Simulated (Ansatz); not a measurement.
Geometry optimisation of the cluster B₈Sb₈⁺.

```yaml
crystal:
  periodic: [false, false, false]
  atoms:
    - {symbol: B, position_ang: [-1.402890, 0.831510, 1.642810]}
    - {symbol: B, position_ang: [0.364660, -2.654170, -0.760450]}
    - {symbol: B, position_ang: [-1.361790, 1.000440, -0.713750]}
    - {symbol: B, position_ang: [-0.814840, -0.446910, -1.323860]}
    - {symbol: B, position_ang: [-0.251370, 0.364550, 0.530440]}
    - {symbol: B, position_ang: [-0.885520, -1.820550, -0.416540]}
    - {symbol: B, position_ang: [1.360340, 0.430910, 0.876360]}
    - {symbol: B, position_ang: [-0.191230, 1.969900, -1.232440]}
    - {symbol: Sb, position_ang: [0.969170, -1.670470, 1.408900]}
    - {symbol: Sb, position_ang: [0.504700, 0.532310, -2.856670]}
    - {symbol: Sb, position_ang: [-3.274190, 0.946990, 0.495340]}
    - {symbol: Sb, position_ang: [0.446230, 1.774870, 2.537440]}
    - {symbol: Sb, position_ang: [-2.011410, -1.399810, 1.523580]}
    - {symbol: Sb, position_ang: [2.599260, 0.146150, -1.063520]}
    - {symbol: Sb, position_ang: [1.442190, 2.666530, 0.124150]}
    - {symbol: Sb, position_ang: [2.506700, -2.672250, -0.771790]}
basis:
  gaussian: {orbitals: def2-SVP}
total_charge: 1
magnetization: {spin_polarized: true, initial_magnetization: 1}
hamiltonian: {xc: pbe, dispersion: d4}
scf: {lower_state_search: "off"}
output: {orbitals: {seedname: orbitals}}
relax: {f_tol: 0.03, max_steps: 70}
```

```sh
$ ansatz run in.yaml --threads 2 --pin off --events-out ev --progress --plain --max-ram 32768MiB --backend cuda --devices 0, --max-vram 18GiB
```

Output, abridged:

```
Functional definition: PBE
mean field -57692.40422618 eV, -2120.1567499961 hartree, gradient 7.3e-6 eV, S^2 0.753394; 0 other end points of the search recorded, 0 dependent functions left out
relax step   1: F+E_penalty+E_count = -57694.74994012 eV  Δ(F+E_penalty+E_count) = +0.000e0 eV  max|allowed force component| = 1.498e0 eV/Å  Δτ_max = 0.0000 Å  (32 SCF iters, accepted)
mean field -57693.49262182 eV, -2120.1967477980 hartree, gradient 2.1e-6 eV, S^2 0.753543; 0 other end points of the search recorded, 0 dependent functions left out
relax step   2: F+E_penalty+E_count = -57695.73059169 eV  Δ(F+E_penalty+E_count) = -9.807e-1 eV  max|allowed force component| = 9.159e-1 eV/Å  Δτ_max = 0.1950 Å  (40 SCF iters, accepted)
mean field -57693.82331317 eV, -2120.2089004811 hartree, gradient 1.8e-6 eV, S^2 0.753110; 0 other end points of the search recorded, 0 dependent functions left out
relax step   3: F+E_penalty+E_count = -57696.05114060 eV  Δ(F+E_penalty+E_count) = -3.205e-1 eV  max|allowed force component| = 7.510e-1 eV/Å  Δτ_max = 0.1604 Å  (42 SCF iters, accepted)
mean field -57694.13433665 eV, -2120.2203303830 hartree, gradient 1.6e-6 eV, S^2 0.754166; 0 other end points of the search recorded, 0 dependent functions left out
relax step   4: F+E_penalty+E_count = -57696.34827602 eV  Δ(F+E_penalty+E_count) = -2.971e-1 eV  max|allowed force component| = 4.652e-1 eV/Å  Δτ_max = 0.1951 Å  (48 SCF iters, accepted)
mean field -57694.37839698 eV, -2120.2292994347 hartree, gradient 4.3e-6 eV, S^2 0.755557; 0 other end points of the search recorded, 0 dependent functions left out
relax step   5: F+E_penalty+E_count = -57696.58505685 eV  Δ(F+E_penalty+E_count) = -2.368e-1 eV  max|allowed force component| = 5.535e-1 eV/Å  Δτ_max = 0.1911 Å  (44 SCF iters, accepted)
mean field -57694.56223668 eV, -2120.2360554191 hartree, gradient 2.0e-6 eV, S^2 0.756763; 0 other end points of the search recorded, 0 dependent functions left out
relax step   6: F+E_penalty+E_count = -57696.77366313 eV  Δ(F+E_penalty+E_count) = -1.886e-1 eV  max|allowed force component| = 4.727e-1 eV/Å  Δτ_max = 0.1973 Å  (40 SCF iters, accepted)
mean field -57694.65120651 eV, -2120.2393250001 hartree, gradient 6.3e-6 eV, S^2 0.757085; 0 other end points of the search recorded, 0 dependent functions left out
relax step   7: F+E_penalty+E_count = -57696.86790309 eV  Δ(F+E_penalty+E_count) = -9.424e-2 eV  max|allowed force component| = 3.628e-1 eV/Å  Δτ_max = 0.1195 Å  (36 SCF iters, accepted)
mean field -57694.72965477 eV, -2120.2422079203 hartree, gradient 4.4e-6 eV, S^2 0.757638; 0 other end points of the search recorded, 0 dependent functions left out
relax step   8: F+E_penalty+E_count = -57696.95161656 eV  Δ(F+E_penalty+E_count) = -8.371e-2 eV  max|allowed force component| = 8.884e-1 eV/Å  Δτ_max = 0.1949 Å  (40 SCF iters, accepted)
mean field -57694.83847690 eV, -2120.2462070599 hartree, gradient 1.9e-6 eV, S^2 0.755541; 0 other end points of the search recorded, 0 dependent functions left out
relax step   9: F+E_penalty+E_count = -57697.08297807 eV  Δ(F+E_penalty+E_count) = -1.314e-1 eV  max|allowed force component| = 4.759e-1 eV/Å  Δτ_max = 0.1520 Å  (40 SCF iters, accepted)
mean field -57694.79987732 eV, -2120.2447885515 hartree, gradient 2.7e-6 eV, S^2 0.754725; 0 other end points of the search recorded, 0 dependent functions left out
relax step  10: F+E_penalty+E_count = -57697.04410973 eV  Δ(F+E_penalty+E_count) = +3.887e-2 eV  max|allowed force component| = 1.182e0 eV/Å  Δτ_max = 0.1827 Å  (35 SCF iters, rejected (line search))
mean field -57694.94974046 eV, -2120.2502959206 hartree, gradient 1.3e-6 eV, S^2 0.755128; 0 other end points of the search recorded, 0 dependent functions left out
relax step  11: F+E_penalty+E_count = -57697.19166303 eV  Δ(F+E_penalty+E_count) = -1.087e-1 eV  max|allowed force component| = 3.318e-1 eV/Å  Δτ_max = 0.0913 Å  (37 SCF iters, accepted)
mean field -57694.98031452 eV, -2120.2514194963 hartree, gradient 7.6e-6 eV, S^2 0.755060; 0 other end points of the search recorded, 0 dependent functions left out
relax step  12: F+E_penalty+E_count = -57697.22370426 eV  Δ(F+E_penalty+E_count) = -3.204e-2 eV  max|allowed force component| = 1.982e-1 eV/Å  Δτ_max = 0.0719 Å  (33 SCF iters, accepted)
mean field -57695.00317452 eV, -2120.2522595859 hartree, gradient 2.2e-6 eV, S^2 0.755272; 0 other end points of the search recorded, 0 dependent functions left out
relax step  13: F+E_penalty+E_count = -57697.24702508 eV  Δ(F+E_penalty+E_count) = -2.332e-2 eV  max|allowed force component| = 2.342e-1 eV/Å  Δτ_max = 0.0570 Å  (34 SCF iters, accepted)
mean field -57695.03313736 eV, -2120.2533606999 hartree, gradient 2.5e-6 eV, S^2 0.754812; 0 other end points of the search recorded, 0 dependent functions left out
relax step  14: F+E_penalty+E_count = -57697.27718748 eV  Δ(F+E_penalty+E_count) = -3.016e-2 eV  max|allowed force component| = 2.628e-1 eV/Å  Δτ_max = 0.0794 Å  (38 SCF iters, accepted)
mean field -57694.99847901 eV, -2120.2520870291 hartree, gradient 2.6e-6 eV, S^2 0.753916; 0 other end points of the search recorded, 0 dependent functions left out
relax step  15: F+E_penalty+E_count = -57697.24250279 eV  Δ(F+E_penalty+E_count) = +3.468e-2 eV  max|allowed force component| = 6.141e-1 eV/Å  Δτ_max = 0.1792 Å  (37 SCF iters, rejected (line search))
mean field -57695.08606726 eV, -2120.2553058380 hartree, gradient 2.4e-6 eV, S^2 0.753677; 0 other end points of the search recorded, 0 dependent functions left out
relax step  16: F+E_penalty+E_count = -57697.33010797 eV  Δ(F+E_penalty+E_count) = -5.292e-2 eV  max|allowed force component| = 2.710e-1 eV/Å  Δτ_max = 0.0862 Å  (38 SCF iters, accepted)
mean field -57695.15085093 eV, -2120.2576865940 hartree, gradient 4.7e-6 eV, S^2 0.753385; 0 other end points of the search recorded, 0 dependent functions left out
relax step  17: F+E_penalty+E_count = -57697.39301779 eV  Δ(F+E_penalty+E_count) = -6.291e-2 eV  max|allowed force component| = 2.671e-1 eV/Å  Δτ_max = 0.0995 Å  (33 SCF iters, accepted)
mean field -57695.27308284 eV, -2120.2621785338 hartree, gradient 9.8e-6 eV, S^2 0.753918; 0 other end points of the search recorded, 0 dependent functions left out
relax step  18: F+E_penalty+E_count = -57697.50918931 eV  Δ(F+E_penalty+E_count) = -1.162e-1 eV  max|allowed force component| = 4.990e-1 eV/Å  Δτ_max = 0.1455 Å  (31 SCF iters, accepted)
mean field -57695.44805520 eV, -2120.2686086493 hartree, gradient 1.6e-6 eV, S^2 0.755013; 0 other end points of the search recorded, 0 dependent functions left out
relax step  19: F+E_penalty+E_count = -57697.67221913 eV  Δ(F+E_penalty+E_count) = -1.630e-1 eV  max|allowed force component| = 7.707e-1 eV/Å  Δτ_max = 0.1954 Å  (36 SCF iters, accepted)
mean field -57695.50944973 eV, -2120.2708648566 hartree, gradient 3.0e-6 eV, S^2 0.755742; 0 other end points of the search recorded, 0 dependent functions left out
[...]
mean field -57696.60735840 eV, -2120.3112122563 hartree, gradient 3.1e-6 eV, S^2 0.753248; 0 other end points of the search recorded, 0 dependent functions left out
relax step  28: F+E_penalty+E_count = -57698.80662878 eV  Δ(F+E_penalty+E_count) = -2.101e-1 eV  max|allowed force component| = 4.524e-1 eV/Å  Δτ_max = 0.1981 Å  (33 SCF iters, accepted)
mean field -57696.76802276 eV, -2120.3171165623 hartree, gradient 3.2e-6 eV, S^2 0.753173; 0 other end points of the search recorded, 0 dependent functions left out
relax step  29: F+E_penalty+E_count = -57698.97011148 eV  Δ(F+E_penalty+E_count) = -1.635e-1 eV  max|allowed force component| = 2.312e-1 eV/Å  Δτ_max = 0.1949 Å  (32 SCF iters, accepted)
mean field -57696.79641404 eV, -2120.3181599226 hartree, gradient 3.3e-6 eV, S^2 0.753136; 0 other end points of the search recorded, 0 dependent functions left out
relax step  30: F+E_penalty+E_count = -57699.00530607 eV  Δ(F+E_penalty+E_count) = -3.519e-2 eV  max|allowed force component| = 4.238e-1 eV/Å  Δτ_max = 0.1922 Å  (31 SCF iters, accepted)
mean field -57696.84561489 eV, -2120.3199680205 hartree, gradient 1.7e-6 eV, S^2 0.753164; 0 other end points of the search recorded, 0 dependent functions left out
relax step  31: F+E_penalty+E_count = -57699.04720966 eV  Δ(F+E_penalty+E_count) = -4.190e-2 eV  max|allowed force component| = 1.997e-1 eV/Å  Δτ_max = 0.0846 Å  (30 SCF iters, accepted)
mean field -57696.85379533 eV, -2120.3202686464 hartree, gradient 2.1e-6 eV, S^2 0.753016; 0 other end points of the search recorded, 0 dependent functions left out
relax step  32: F+E_penalty+E_count = -57699.05898022 eV  Δ(F+E_penalty+E_count) = -1.177e-2 eV  max|allowed force component| = 1.724e-1 eV/Å  Δτ_max = 0.0922 Å  (30 SCF iters, accepted)
mean field -57696.87625406 eV, -2120.3210939894 hartree, gradient 2.4e-6 eV, S^2 0.753040; 0 other end points of the search recorded, 0 dependent functions left out
relax step  33: F+E_penalty+E_count = -57699.07695303 eV  Δ(F+E_penalty+E_count) = -1.797e-2 eV  max|allowed force component| = 2.034e-1 eV/Å  Δτ_max = 0.1175 Å  (30 SCF iters, accepted)
mean field -57696.90741699 eV, -2120.3222392061 hartree, gradient 2.2e-6 eV, S^2 0.753047; 0 other end points of the search recorded, 0 dependent functions left out
relax step  34: F+E_penalty+E_count = -57699.10035281 eV  Δ(F+E_penalty+E_count) = -2.340e-2 eV  max|allowed force component| = 2.041e-1 eV/Å  Δτ_max = 0.0976 Å  (30 SCF iters, accepted)
mean field -57696.92619823 eV, -2120.3229294037 hartree, gradient 6.2e-6 eV, S^2 0.753321; 0 other end points of the search recorded, 0 dependent functions left out
relax step  35: F+E_penalty+E_count = -57699.11378011 eV  Δ(F+E_penalty+E_count) = -1.343e-2 eV  max|allowed force component| = 3.059e-1 eV/Å  Δτ_max = 0.2000 Å  (31 SCF iters, accepted)
mean field -57696.93473122 eV, -2120.3232429854 hartree, gradient 2.3e-6 eV, S^2 0.753147; 0 other end points of the search recorded, 0 dependent functions left out
relax step  36: F+E_penalty+E_count = -57699.12660128 eV  Δ(F+E_penalty+E_count) = -1.282e-2 eV  max|allowed force component| = 1.289e-1 eV/Å  Δτ_max = 0.0852 Å  (29 SCF iters, accepted)
mean field -57696.92136480 eV, -2120.3227517784 hartree, gradient 3.0e-6 eV, S^2 0.753135; 0 other end points of the search recorded, 0 dependent functions left out
relax step  37: F+E_penalty+E_count = -57699.11046930 eV  Δ(F+E_penalty+E_count) = +1.613e-2 eV  max|allowed force component| = 2.030e-1 eV/Å  Δτ_max = 0.0964 Å  (30 SCF iters, rejected (line search))
mean field -57696.94364806 eV, -2120.3235706731 hartree, gradient 4.8e-6 eV, S^2 0.753206; 0 other end points of the search recorded, 0 dependent functions left out
relax step  38: F+E_penalty+E_count = -57699.13392986 eV  Δ(F+E_penalty+E_count) = -7.329e-3 eV  max|allowed force component| = 7.349e-2 eV/Å  Δτ_max = 0.0459 Å  (27 SCF iters, accepted)
mean field -57696.93889205 eV, -2120.3233958930 hartree, gradient 3.1e-6 eV, S^2 0.753137; 0 other end points of the search recorded, 0 dependent functions left out
relax step  39: F+E_penalty+E_count = -57699.13284479 eV  Δ(F+E_penalty+E_count) = +1.085e-3 eV  max|allowed force component| = 8.898e-2 eV/Å  Δτ_max = 0.0354 Å  (26 SCF iters, rejected (line search))
mean field -57696.94446177 eV, -2120.3236005765 hartree, gradient 2.7e-6 eV, S^2 0.753209; 0 other end points of the search recorded, 0 dependent functions left out
relax step  40: F+E_penalty+E_count = -57699.13573083 eV  Δ(F+E_penalty+E_count) = -1.801e-3 eV  max|allowed force component| = 2.017e-2 eV/Å  Δτ_max = 0.0172 Å  (25 SCF iters, accepted)
Total energy: -57699.13577595 eV, -2120.4041298874 hartree
Atom 0 at    -1.462465     1.133878     1.414705 Å, force    -0.005441     0.003912    -0.014087 eV/Å
Atom 1 at    -0.266607    -2.017286    -1.244895 Å, force     0.009362     0.009332    -0.001852 eV/Å
Atom 2 at    -1.313135     1.065994    -0.386927 Å, force     0.001740     0.003390     0.001920 eV/Å
Atom 3 at    -0.746086    -0.442237    -0.952316 Å, force    -0.014606    -0.008124     0.014204 eV/Å
Atom 4 at    -0.281148     0.087530     0.695165 Å, force     0.003832     0.005803    -0.001013 eV/Å
Atom 5 at    -0.489745    -1.620546     0.351099 Å, force     0.004076     0.008725     0.004788 eV/Å
Atom 6 at     1.229201     1.080211     0.779913 Å, force    -0.004422    -0.015027    -0.007856 eV/Å
Atom 7 at     0.449043     0.861395    -0.770262 Å, force     0.020167    -0.014506     0.002929 eV/Å
Atom 8 at     1.638601    -2.536973     0.450781 Å, force    -0.015176     0.008890    -0.006735 eV/Å
Atom 9 at     1.978411     0.055754    -2.276650 Å, force    -0.006465    -0.003806    -0.002094 eV/Å
Atom 10 at    -3.458590     0.757729     0.330979 Å, force    -0.001786    -0.005516     0.001259 eV/Å
Atom 11 at     0.152901     2.515044     2.285337 Å, force    -0.003973    -0.000211     0.001212 eV/Å
Atom 12 at    -2.019386    -1.180163     1.993871 Å, force    -0.001844    -0.010340     0.002597 eV/Å
Atom 13 at     3.200055    -0.000222     0.326094 Å, force     0.015023     0.012758     0.006236 eV/Å
Atom 14 at     0.051146     3.095183    -0.533804 Å, force     0.005906     0.001184    -0.000077 eV/Å
Atom 15 at     1.337815    -2.855290    -2.463088 Å, force    -0.006394     0.003533    -0.001431 eV/Å
Dipole moment:    -0.147792    -0.046908    -0.132029 e Å
Checks for a lower state left out: stability, starts, cluster_reference, orbital_swaps, neighbouring_geometries, increment
```

Hardware: 2 threads of AMD EPYC 7R13 on a shared host and a share (18 GiB) of an NVIDIA H100 80GB HBM3. Wall time 2.4 min, peak host memory 1 GiB.

In the def2 sets Sb takes a core potential; there is no spin–orbit coupling. The structure comes from a short search, and lower isomers may exist.
